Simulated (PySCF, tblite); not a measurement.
Isomers of C6H13FN2Si. Calculated harmonic vibrations of the isolated species, GFN2-xTB (tblite), most abundant isotopes, no scaling. This tight-binding method is rough: wavenumbers can miss measured ones by several per cent, in bad cases by 10 to 20. Modes of hydrogen on silicon can be 10 to 20 % off. One conformer each.

Electronic energies: PBE0/pcSseg-1 single points on the GFN2-xTB geometries (PySCF, gas phase).

```
                        SMILES  electronic energy, lowest = 0 (kJ/mol)
        C=C(N1CCCC1)[Si@H](N)F                                     0.0
C/N=C\[C@@H]1CC[C@@H]1N[SiH2]F                                   130.4
     CN(C)[SiH2][C@@H](F)CCC#N                                   232.7
     CC1=NN([SiH](C)C)C[C@H]1F                                   164.3
```

Problem. How do GFN2-xTB zero-point energies change the relative energies?

Solution. 
```json
{"SMILES": "C=C(N1CCCC1)[Si@H](N)F", "ZPE (kJ/mol)": "486.9", "of it from modes above 1550 cm⁻¹": "244.2", "electronic (kJ/mol)": "0.0", "with ZPE, lowest = 0 (kJ/mol)": "0.0", "lowest mode (cm⁻¹)": "44", "rings": "1"}
{"SMILES": "C/N=C\\[C@@H]1CC[C@@H]1N[SiH2]F", "ZPE (kJ/mol)": "481.5", "of it from modes above 1550 cm⁻¹": "237.6", "electronic (kJ/mol)": "130.4", "with ZPE, lowest = 0 (kJ/mol)": "125.0", "lowest mode (cm⁻¹)": "22", "rings": "1"}
{"SMILES": "CC1=NN([SiH](C)C)C[C@H]1F", "ZPE (kJ/mol)": "478.5", "of it from modes above 1550 cm⁻¹": "239.4", "electronic (kJ/mol)": "164.3", "with ZPE, lowest = 0 (kJ/mol)": "155.8", "lowest mode (cm⁻¹)": "23", "rings": "1"}
{"SMILES": "CN(C)[SiH2][C@@H](F)CCC#N", "ZPE (kJ/mol)": "475.9", "of it from modes above 1550 cm⁻¹": "236.8", "electronic (kJ/mol)": "232.7", "with ZPE, lowest = 0 (kJ/mol)": "221.7", "lowest mode (cm⁻¹)": "34", "rings": "0"}
```

The zero-point energies span 11.0 kJ/mol, from `CN(C)[SiH2][C@@H](F)CCC#N` to `C=C(N1CCCC1)[Si@H](N)F`. The order is unchanged.

Problem. And how do the electronic energies of GFN2-xTB itself compare?

Solution. `C=C(N1CCCC1)[Si@H](N)F` 0.0; `C/N=C\[C@@H]1CC[C@@H]1N[SiH2]F` 7.2; `CC1=NN([SiH](C)C)C[C@H]1F` 162.7; `CN(C)[SiH2][C@@H](F)CCC#N` 218.6 kJ/mol, lowest = 0. Against the energies above, taken from the same isomer `C=C(N1CCCC1)[Si@H](N)F`, the largest difference is 123.2 kJ/mol.
